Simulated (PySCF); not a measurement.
## Complete the spectrum of C4H8F3OP

Species: C₄H₈F₃OP.
SMILES with atom numbers: `[CH3:1][CH2:2][P:3]([CH2:4][OH:5])[C:6]([F:7])([F:8])[F:9]` (hydrogens: H10, H11, H12 on C1; H13, H14 on C2; H15, H16 on C4; H17 on O5)

Geometry (GFN2-xTB, Å), atoms numbered from 1 in this order:
```xyz
17
C4H8F3OP angstrom
C     -2.1870   -0.3853    0.1951
C     -0.7786   -0.9270    0.4146
P      0.4058    0.4539    0.7960
C      0.6577    1.1531   -0.9349
O     -0.3768    2.0422   -1.2624
C      1.9634   -0.6193    0.7417
F      2.0110   -1.4699    1.7748
F      3.0685    0.1394    0.8028
F      2.0798   -1.3661   -0.3718
H     -2.1968    0.3387   -0.6166
H     -2.8636   -1.1984   -0.0576
H     -2.5549    0.1020    1.0954
H     -0.7664   -1.6109    1.2690
H     -0.4335   -1.4675   -0.4723
H      1.6424    1.6402   -0.9815
H      0.6204    0.3477   -1.6760
H     -0.2983    2.8392   -0.7261
```

Level of theory: TDDFT PBE0/def2-SVPD, vertical, gas phase, core orbitals frozen in the response in PySCF 2.14.0, density-fitted response routines.

Lowest singlets, with some entries withheld (?).

```
state  E (eV)      f  main configurations (H = HOMO, L = LUMO)
   S1       ?      ?                                         ?
   S2    6.66  0.025                               H-1→L (91%)
   S3    6.82  0.067                               H→L+1 (87%)
   S4       ?      ?                                         ?
   S5    7.42  0.054                             H-1→L+1 (83%)
   S6    7.51  0.020                  H→L+3 (83%), H→L+2 (11%)
```

(1) Fill in the withheld entries.

(2) What is the mean static polarisability from the same response equations?

(3) How far apart are S2 and S3, in eV and cm⁻¹?

(4) Where do the lowest triplets lie (Tamm–Dancoff)?

Results:

(1) 
- S1: E = 6.23 eV; f = 0.044; H→L (90%)
- S4: E = 7.28 eV; f = 0.054; H→L+2 (82%), H→L+3 (9%)

(2) 82.4 au (12.22 Å³), with principal values 71.6, 85.2 and 90.6 au.

(3) 6.816 − 6.655 = 0.161 eV, or about 1290 cm⁻¹.

(4) T1 5.05 eV, H→L (78%), H→L+2 (9%); T2 5.71 eV, H→L+1 (69%). E(S1) − E(T1) = +1.17 eV.

Time: 64 s wall (grids of density and orbitals included); peak memory 1.0 GiB. Hardware: an Arm Neoverse V2 with one thread, shared host with 96 logical CPUs at a one-minute load of 38.

One conformer stands for the species.
